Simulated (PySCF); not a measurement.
## Br (bromine, neutral) across methods

[Ar] 3d10 4s1 4p5 4d1, one real determinant (an excited configuration). Calculation: PySCF 2.14, in aug-cc-pVQZ-PP with one added diffuse shell each of s, p, d, f, g type with ECP10MDF (8s7p6d4f3g, 114 functions); a scalar-relativistic core potential.

```
   method  E (hartree)  mean ε 4p α (eV)  mean ε 4p β (eV)  mean ε 4d α (eV)  Σ⟨r²⟩ (bohr²)   ⟨S²⟩
      UHF   -414.63768           -19.390           -14.549            -1.743          72.56  3.765
      LDA    -415.3899           -13.387           -11.674            -0.605          67.88  3.752
     PBE0    -415.9478           -15.022           -12.580            -1.021          69.14  3.754
BHandHLYP    -415.8191           -16.425           -13.525            -1.216          69.29  3.756
      PBE    -415.9903           -13.384           -11.575            -0.686          69.37  3.753
  r2SCAN0    -415.8434           -15.427           -12.664            -0.945          68.39  3.757
    B97-3    -416.0175           -15.175           -12.745            -1.032          71.15  3.755
   r2SCAN    -415.8523           -14.031           -11.790            -0.611          69.40  3.756
```

⟨L²⟩ = 7.91 against 12 for a pure F term, so this real determinant mixes terms. Energies and moments cover only the electrons outside the core potential. The outer electron is Rydberg-like, and this basis confines it to a smaller radius and binds it less than a complete one would.
